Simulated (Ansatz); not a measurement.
Geometry optimisation, RKS PBE/def2-SVP in Ansatz 0.2.0.

input.yaml

```yaml
crystal:
  periodic: [false, false, false]
  atoms:
    - { symbol: C, position_ang: [-0.0546, 0.3394, -1.0906] }
    - { symbol: B, position_ang: [0.6742, -0.357, 0.0639] }
    - { symbol: C, position_ang: [-0.0026, -0.4879, 1.4646] }
    - { symbol: Se, position_ang: [-2.0598, 0.5396, 1.5138] }
    - { symbol: H, position_ang: [0.5163, 0.3726, -2.042] }
    - { symbol: H, position_ang: [-0.3112, 1.449, -0.8071] }
    - { symbol: H, position_ang: [-1.0338, -0.1385, -1.2959] }
    - { symbol: H, position_ang: [1.7911, -0.7862, -0.1412] }
    - { symbol: H, position_ang: [0.5689, -0.9773, 2.3174] }
basis:
  gaussian: { orbitals: def2-SVP }
hamiltonian:
  xc: pbe
relax:
  f_tol: 0.02
  max_steps: 50
```

Command:

```bash
$ ansatz run input.yaml --threads 2 --pin off --max-ram 3072MiB --backend cpu --events-out ev --progress --plain --runs-dir out
```

Problem. Where does it end, and by what steps?

Solution. It converged. After 25 steps the energy has fallen by 2.468 eV; H8 moved furthest, 1.45 Å. Joined: B2–Se4.

| step | energy less start (eV) | largest force component (eV/Å) | accepted |
| --- | --- | --- | --- |
| 0 | 0.0000 | 4.003 | yes |
| 1 | -1.3128 | 3.629 | yes |
| 2 | -1.9765 | 2.216 | yes |
| 3 | -2.1519 | 0.527 | yes |
| 4 | -2.1323 | 0.602 | no |
| 5 | -2.1714 | 0.149 | yes |
| 6 | -2.1741 | 0.126 | yes |
| 7 | -2.1847 | 0.441 | yes |
| 8 | -2.1948 | 0.893 | yes |
| 9 | -2.2748 | 0.901 | yes |
| 10 | -2.3264 | 0.436 | yes |
| 11 | -2.3307 | 0.592 | yes |
| 12 | -2.3403 | 0.942 | yes |
| 13 | -2.3705 | 0.660 | yes |
| 14 | -2.3986 | 0.393 | yes |
| 15 | -2.4436 | 0.355 | yes |
| 16 | -2.4518 | 0.283 | yes |
| 17 | -2.4630 | 0.215 | yes |
| 18 | -2.4633 | 0.166 | yes |
| 19 | -2.4319 | 0.807 | no |
| 20 | -2.4655 | 0.107 | yes |
| 21 | -2.4647 | 0.196 | no |
| 22 | -2.4676 | 0.055 | yes |
| 23 | -2.4681 | 0.037 | yes |
| 24 | -2.4682 | 0.029 | yes |
| 25 | -2.4683 | 0.010 | yes |

```xyz
9
Properties=species:S:1:pos:R:3
C -0.116 0.303 -1.196
B 0.518 0.085 0.237
C -0.124 -0.758 1.349
Se -0.966 0.579 2.183
H 0.467 -0.328 -1.908
H 0.010 1.348 -1.546
H -1.181 0.013 -1.280
H 1.639 0.524 0.465
H -0.158 -1.813 1.677
```

Run time: 37 s on 2 threads of Arm Neoverse V2, with other jobs on the host, peak memory 0.14 GiB.
